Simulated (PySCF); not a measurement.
**Frontier orbitals and the lowest excitations**

C3H11PSi2.
Cartesian coordinates in Å at the PBE0-D3(BJ)/def2-SVP level; atoms count from 1:
```
atom  x, y, z in Å
C1    -0.4368    2.5011    0.1668
C2    -0.2852    1.0038    0.2326
C3     0.6802    0.3107   -0.6777
Si4    1.9024   -0.9745   -0.0863
P5    -1.1229   -0.0292   -1.0894
Si6   -1.5868   -1.9320    0.0672
H7     0.4061    2.9976    0.6763
H8    -0.4564    2.8527   -0.8764
H9    -1.3688    2.8292    0.6502
H10   -0.3529    0.5910    1.2477
H11    1.0973    0.9627   -1.4594
H12    2.2731   -1.9045   -1.1945
H13    3.1477   -0.3126    0.4160
H14    1.2975   -1.7589    1.0324
H15   -1.3471   -1.8031    1.5380
H16   -3.0398   -2.2052   -0.1567
H17   -0.8082   -3.0959   -0.4590
```

Theory: TDDFT PBE0/def2-SVPD, vertical, gas phase, core orbitals frozen in the response in PySCF.

Frontier orbitals with the atoms that hold most of them (Löwdin shares over 4%, at most four atoms; ? is withheld):

```csv
orbital,ε (eV),atoms
HOMO-3,-9.33,"Si4 21%, H14 17%, Si6 15%, H16 10%"
HOMO-2,-8.39,"C3 25%, P5 17%, C2 12%, Si6 12%"
HOMO-1,-7.54,"P5 35%, C2 22%, C3 15%, C1 6%"
HOMO,-7.10,?
LUMO,-0.41,?
LUMO+1,-0.05,"P5 24%, Si6 22%, H15 9%, Si4 8%"
LUMO+2,0.50,"Si6 26%, Si4 19%, H15 7%, H17 6%"
```

Task: Give the leading atoms of the LUMO.

Result: P5 (bonded to 2 C and Si) 33%; Si6 (bonded to P and 3 H) 19%; C3 (bonded to C, P, Si and H) 12%; C2 (bonded to 2 C, P and H) 12%. By element: phosphorus 33%, carbon 24% or more, silicon 19% or more.

Task: Which atoms hold the HOMO, and with what shares?

Result: P5 (bonded to 2 C and Si) 55%; Si6 (bonded to P and 3 H) 14%; C3 (bonded to C, P, Si and H) 10%; C2 (bonded to 2 C, P and H) 7%. By element: phosphorus 55%, carbon 17% or more, silicon 14% or more.

Task: How does S1 compare with the orbital gap of 6.69 eV?

Result: S1 is at 5.31 eV (f = 0.013), 1.38 eV below the gap, made of HOMO→LUMO (97%). 

Task: Give energy, strength and leading configuration of S1 and S3, and follow the Löwdin shares of the leading atoms from the occupied to the empty orbital.

Result: 
- S1 (5.31 eV, f 0.013), HOMO→LUMO (97%): P5 55% → 33%, Si6 14% → 19%
- S3 (6.16 eV, f 0.044), HOMO-1→LUMO+1 (74%): P5 35% → 24%, C2 22% → at most 9%, Si6 at most 6% → 22%

Löwdin shares depend on the basis, the more so with diffuse functions.

The run took 2.7 min (with the writing of density and orbital grids) on an Arm Neoverse V1 with one thread (shared host), and the process peaked at 0.85 GiB of memory.
